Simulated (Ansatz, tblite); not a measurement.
Isomers of Ga3P2 (doublet), found by a short tight-binding search and relaxed with PBE0-D4/def2-SVP in Ansatz.

The xTB rows come from tblite. Correlated methods freeze 37 core orbitals; core or outer-core shells of Ga are correlated, in sets that lack core-valence functions.

Run but left out: MP2/def2-SVP (A: ⟨S²⟩ 0.92, where a pure state has 0.75).

A: At CCSD(T)/def2-SVP, HF/def2-TZVP the charge 0 doublet is spin-contaminated (final ⟨S²⟩ up to 0.93, 0.75 for a pure state). B: At CCSD(T)/def2-SVP, HF/def2-TZVP the charge 0 doublet is spin-contaminated (final ⟨S²⟩ up to 0.86, 0.75 for a pure state).

Other spin states were run for one of them alone.

A:

```csv
atom,x (Å),y (Å),z (Å)
Ga1,-0.517,-1.981,0.207
Ga2,1.211,-0.388,-1.268
Ga3,1.104,1.607,0.658
P4,-0.974,0.547,-0.849
P5,-0.824,0.215,1.252
```

B:

| atom | x (Å) | y (Å) | z (Å) |
| --- | --- | --- | --- |
| Ga1 | -1.900 | 0.221 | 0.221 |
| Ga2 | -0.513 | 1.320 | -2.014 |
| Ga3 | 2.192 | -0.010 | 1.097 |
| P4 | 0.397 | -0.566 | -0.677 |
| P5 | -0.176 | -0.964 | 1.372 |

C:

```xyz
5

Ga    0.9383   -1.7256    1.8035
Ga    0.2064    2.1212   -0.6017
Ga   -1.4094    0.0843   -1.7091
P     0.5365   -0.8488   -0.5406
P    -0.2718    0.3690    1.0479
```

Estimate which lies lowest at each level, and how far above it the others are (kJ/mol).


```json
{"level": "GFN1-xTB", "A": "17.7", "B": "22.8", "C": "0.0"}
{"level": "GFN2-xTB", "A": "89.9", "B": "43.1", "C": "0.0"}
{"level": "HF/def2-SVP", "A": "38.5", "B": "0.0", "C": "11.0"}
{"level": "HF/def2-TZVP", "A": "34.1", "B": "0.0", "C": "11.8"}
{"level": "PBE-D4/def2-TZVP", "A": "0.0", "B": "19.6", "C": "16.5"}
{"level": "r2SCAN-D4/def2-TZVP", "A": "0.0", "B": "18.9", "C": "18.9"}
{"level": "r2SCANh-D4/def2-TZVP", "A": "0.0", "B": "17.0", "C": "17.9"}
{"level": "PBE0-D4/def2-TZVP", "A": "0.0", "B": "14.7", "C": "14.4"}
{"level": "CCSD/def2-SVP", "A": "0.8", "B": "0.0", "C": "3.5"}
{"level": "CCSD(T)/def2-SVP", "A": "0.0", "B": "10.8", "C": "12.5"}
```
Point groups (tolerance 0.1 Å): A Cs, B not assigned, C C2. Lower isomers may exist.
